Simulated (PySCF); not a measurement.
Start geometry of `CN[SiH2][AsH2]` from GFN2-xTB (Å):
```
atom  x, y, z in Å
C1    -1.2210    1.0893    0.5265
N2    -1.1597   -0.2779    0.1445
Si3    0.2599   -0.9933   -0.4975
As4    2.0518   -0.2514    0.8597
H5    -2.0418    1.2534    1.2434
H6    -1.4358    1.7824   -0.3332
H7    -0.2855    1.4126    0.9824
H8    -2.0153   -0.6054   -0.2253
H9     0.0151   -2.4263   -0.3427
H10    0.4836   -0.7321   -1.9232
H11    2.9946   -1.1431    0.1708
H12    2.3938    0.8635   -0.0704
```

**Question.** What comes out of this run: PBE0-D3(BJ)/def2-SVP geometry optimisation, gas phase (PySCF 2.14.0)?

**Answer.** 
```
atom  x, y, z in Å
C1    -1.2557    1.1734    0.1847
N2    -1.2128   -0.2485   -0.0551
Si3    0.2116   -1.0900   -0.5581
As4    1.9238   -1.1401    1.1067
H5    -0.9514    1.4714    1.2076
H6    -2.2654    1.5793    0.0069
H7    -0.5803    1.6905   -0.5163
H8    -1.9124   -0.7771    0.4541
H9    -0.1800   -2.5063   -0.8285
H10    0.7351   -0.4383   -1.7988
H11    2.9703   -1.6127    0.0995
H12    2.2694    0.3270    0.8618
```

The energy falls by 0.201 eV over 27 energy and gradient evaluations, the largest force component goes from 0.0228 to 4.2e-04 Eh/bohr, and the atoms move by 0.778 Å rms after alignment. The bond that changes most is As4–H11 (ends: arsenic bonded to Si and 2 H; hydrogen on arsenic), which lengthens by 0.058 Å. Bonds longer at the end by more than 0.005 Å: 10 of 11; shorter: 1. Among the angles that change most is N2–Si3–As4, from 106.3° to 113.5°. Among the dihedrals that turn most is H8–N2–Si3–H10, from 64° to 151°. Rotational constants go from 6114, 1785, 1454 to 6936, 1493, 1309 MHz. The orientation of the end geometry is arbitrary; only internal coordinates are fixed.

The run used 118 basis functions and 177 SCF cycles in all.

Stationary, but not proved a minimum. The numbers are those of one conformer.
